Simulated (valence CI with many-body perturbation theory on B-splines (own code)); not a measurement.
**Level structure of In43+**

Computed by valence CI with perturbative core correlation (CI+MBPT): four valence electrons over a frozen Dirac-Fock core [He], radial functions for each j: 9 s, 9 p, 8 d, 6 f, 3 g, 1 h, with the one-electron correlation potential Σ1 (screened to all orders), the two-electron term Σ2, the three-electron term Σ3, Breit, model QED; selected single and double excitations, second order for the rest, scaled by the run's own slope (own B-spline code, finite nucleus).

The last digits are not significant, and no measured levels were compared; by estimate large intervals hold to a few tenths of a per cent, small ones and those within an open d or f shell to about a per cent. Among the levels kept, up to 300 cm⁻¹ of a level comes from second order outside the variational space, and about a tenth of that is noise between levels of different J, which matters for small intervals.

Levels 1 to 45 of 49, with energies above the lowest level, (2s^2 2p1/2^2) J=0. "Leading %" is the weight of the configuration and term that name the level; weights of strongly mixed levels are sums over their largest components and can fall short, so below about 35 % the name and the second component can differ from the true leading terms, or belong to a minority configuration. In the jj column 3d3/2^4 stands for four electrons in 3d with j = 3/2.

| No. | Configuration | Term | J | E (Ry) | Leading % | Second component | Leading jj |
| --- | --- | --- | --- | --- | --- | --- | --- |
| 1 | 2s2.2p2 | 3P | 0 | 0.00 | 72 | 28 % 2s2.2p2 1S | 2s^2 2p1/2^2 (99 %) |
| 2 | 2s2.2p2 | 3P | 1 | 15.64 | 100 |  | 2s^2 2p1/2 2p3/2 (100 %) |
| 3 | 2s2.2p2 | 1D | 2 | 16.70 | 61 | 39 % 2s2.2p2 3P | 2s^2 2p1/2 2p3/2 (99 %) |
| 4 | 2s.2p3 | 3P° | 2 | 27.45 | 42 | 40 % 2s.2p3 5S° | 2s 2p1/2^2 2p3/2 (96 %) |
| 5 | 2s.2p3 | 3D° | 1 | 31.50 | 39 | 23 % 2s.2p3 1P° | 2s 2p1/2^2 2p3/2 (97 %) |
| 6 | 2s2.2p2 | 3P | 2 | 33.12 | 61 | 38 % 2s2.2p2 1D | 2s^2 2p3/2^2 (99 %) |
| 7 | 2s2.2p2 | 1S | 0 | 35.73 | 71 | 28 % 2s2.2p2 3P | 2s^2 2p3/2^2 (98 %) |
| 8 | 2s.2p3 | 3D° | 2 | 42.26 | 50 | 44 % 2s.2p3 5S° | 2s 2p1/2 2p3/2^2 (96 %) |
| 9 | 2s.2p3 | 3D° | 3 | 44.55 | 100 |  | 2s 2p1/2 2p3/2^2 (100 %) |
| 10 | 2s.2p3 | 3P° | 0 | 46.92 | 100 |  | 2s 2p1/2 2p3/2^2 (100 %) |
| 11 | 2s.2p3 | 3S° | 1 | 47.84 | 39 | 39 % 2s.2p3 3D° | 2s 2p1/2 2p3/2^2 (98 %) |
| 12 | 2s.2p3 | 1D° | 2 | 48.58 | 70 | 22 % 2s.2p3 3D° | 2s 2p1/2 2p3/2^2 (96 %) |
| 13 | 2s.2p3 | 3P° | 1 | 48.89 | 47 | 31 % 2s.2p3 1P° | 2s 2p1/2 2p3/2^2 (98 %) |
| 14 | 2p4 | 3P | 2 | 61.49 | 71 | 28 % 2p4 1D | 2p1/2^2 2p3/2^2 (99 %) |
| 15 | 2s.2p3 | 3P° | 2 | 62.73 | 51 | 22 % 2s.2p3 1D° | 2s 2p3/2^3 (96 %) |
| 16 | 2p4 | 1S | 0 | 64.36 | 58 | 41 % 2p4 3P | 2p1/2^2 2p3/2^2 (98 %) |
| 17 | 2s.2p3 | 1P° | 1 | 66.43 | 44 | 27 % 2s.2p3 3S° | 2s 2p3/2^3 (98 %) |
| 18 | 2p4 | 3P | 1 | 77.73 | 100 |  | 2p1/2 2p3/2^3 (100 %) |
| 19 | 2p4 | 1D | 2 | 78.86 | 71 | 28 % 2p4 3P | 2p1/2 2p3/2^3 (99 %) |
| 20 | 2p4 | 3P | 0 | 96.58 | 59 | 41 % 2p4 1S | 2p3/2^4 (99 %) |
| 21 | 2s2.2p.3s | 3P° | 0 | 297.31 | 99 |  | 2s^2 2p1/2 3s (99 %) |
| 22 | 2s2.2p.3s | 3P° | 1 | 297.50 | 68 | 32 % 2s2.2p.3s 1P° | 2s^2 2p1/2 3s (99 %) |
| 23 | 2s2.2p.3p | 3D | 1 | 300.97 | 72 | 23 % 2s2.2p.3p 1P | 2s^2 2p1/2 3p1/2 (99 %) |
| 24 | 2s2.2p.3p | 3P | 0 | 302.85 | 70 | 29 % 2s2.2p.3p 1S | 2s^2 2p1/2 3p1/2 (98 %) |
| 25 | 2s2.2p.3p | 3P | 1 | 306.14 | 37 | 24 % 2s2.2p.3p 3S | 2s^2 2p1/2 3p3/2 (80 %) |
| 26 | 2s2.2p.3p | 3D | 2 | 306.64 | 56 | 28 % 2s2.2p.3p 1D | 2s^2 2p1/2 3p3/2 (98 %) |
| 27 | 2s.2p2.3s | 5P | 1 | 308.40 | 46 | 20 % 2s.2p2.3s 3S | 2s 2p1/2^2 3s (77 %) |
| 28 | 2s.2p2.3s | 3P | 0 | 309.56 | 73 | 26 % 2s.2p2.3s 1S | 2s 2p1/2^2 3s (96 %) |
| 29 | 2s2.2p.3d | 3F° | 2 | 309.70 | 74 | 20 % 2s2.2p.3d 1D° | 2s^2 2p1/2 3d3/2 (99 %) |
| 30 | 2s2.2p.3d | 3D° | 1 | 310.79 | 44 | 25 % 2s2.2p.3d 1P° | 2s^2 2p1/2 3d3/2 (83 %) |
| 31 | 2s2.2p.3d | 3P° | 2 | 311.72 | 46 | 34 % 2s2.2p.3d 3D° | 2s^2 2p1/2 3d5/2 (97 %) |
| 32 | 2s.2p2.3p | 5D° | 0 | 311.85 | 53 | 42 % 2s.2p2.3p 3P° | 2s 2p1/2^2 3p1/2 (96 %) |
| 33 | 2s2.2p.3d | 3F° | 3 | 311.92 | 50 | 28 % 2s2.2p.3d 1F° | 2s^2 2p1/2 3d5/2 (99 %) |
| 34 | 2s.2p2.3p | 3P° | 1 | 312.10 | 27 | 25 % 2s.2p2.3p 5D° | 2s 2p1/2^2 3p1/2 (80 %) |
| 35 | 2s2.2p.3s | 3P° | 2 | 314.49 | 96 |  | 2s^2 2p3/2 3s (96 %) |
| 36 | 2s2.2p.3s | 1P° | 1 | 314.86 | 66 | 31 % 2s2.2p.3s 3P° | 2s^2 2p3/2 3s (98 %) |
| 37 | 2s.2p2.3p | 3P° | 2 | 317.27 | 28 | 25 % 2s.2p2.3p 5P° | 2s 2p1/2^2 3p3/2 (94 %) |
| 38 | 2s.2p2.3p | 3D° | 1 | 317.59 | 38 | 19 % 2s.2p2.3p 1P° | 2s 2p1/2^2 3p3/2 (95 %) |
| 39 | 2s2.2p.3p | 3P | 1 | 318.80 | 51 | 23 % 2s2.2p.3p 3S | 2s^2 2p3/2 3p1/2 (95 %) |
| 40 | 2s2.2p.3p | 3D | 2 | 318.99 | 42 | 32 % 2s2.2p.3p 1D | 2s^2 2p3/2 3p1/2 (95 %) |
| 41 | 2s.2p2.3d | 5F | 1 | 320.28 | 46 | 32 % 2s.2p2.3d 3D | 2s 2p1/2^2 3d3/2 (96 %) |
| 42 | 2s.2p2.3d | 3D | 2 | 320.56 | 28 | 26 % 2s.2p2.3d 5F | 2s 2p1/2^2 3d3/2 (88 %) |
| 43 | 2s.2p2.3s | 5P | 2 | 321.92 | 85 | 7 % 2s.2p2.3s 3P | 2s 2p1/2 2p3/2 3s (95 %) |
| 44 | 2s.2p2.3d | 3D | 3 | 322.15 | 29 | 22 % 2s.2p2.3d 5D | 2s 2p1/2^2 3d5/2 (93 %) |
| 45 | 2s2.2p.3p | 3D | 3 | 322.69 | 77 | 12 % 2s.2p2.3s 3D | 2s^2 2p3/2 3p3/2 (77 %) |

The ionisation energy to 2s2.2p 2P°_1/2 of the next ion comes out as 7208.5 eV (NIST: 7196 ± 8 eV (semi-empirical)). All 49 levels together are meant to be complete up to 324.19 Ry.
